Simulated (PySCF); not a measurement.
Sn(H)2(SH)2 (H₄S₂Sn), SMILES [SH][SnH2][SH].

Geometry: B3LYP-D3(BJ)/def2-SVP. The def2 effective core potentials stand for the cores of Sn; spin–orbit coupling is left out. One conformer was computed; it need not be the lowest.

Level of theory: B3LYP-D3(BJ)/def2-SVP (PySCF 2.14.0).

Frequencies are harmonic and unscaled.

```tsv
mode	ν (cm⁻¹)	IR (km/mol)	moving atoms (share of kinetic energy)
1	85	0.0	S 58 %, H 26 %, Sn 16 %
2	138	26.0	H 92 %
3	178	26.7	H 76 %, S 21 %
4	337	11.9	S 82 %, Sn 16 %
5	347	37.6	S 52 %, H 26 %, Sn 22 %
6	359	30.9	H 70 %, S 21 %, Sn 9 %
7	498	1.0	H 99 %
8	604	132.5	H 97 %
9	681	100.0	H 98 %
10	723	49.3	H 95 %
11	724	8.5	H 96 %
12	1901	114.7	H 100 %
13	1919	161.0	H 99 %
14	2670	2.7	H 97 %
15	2671	0.0	H 97 %
```
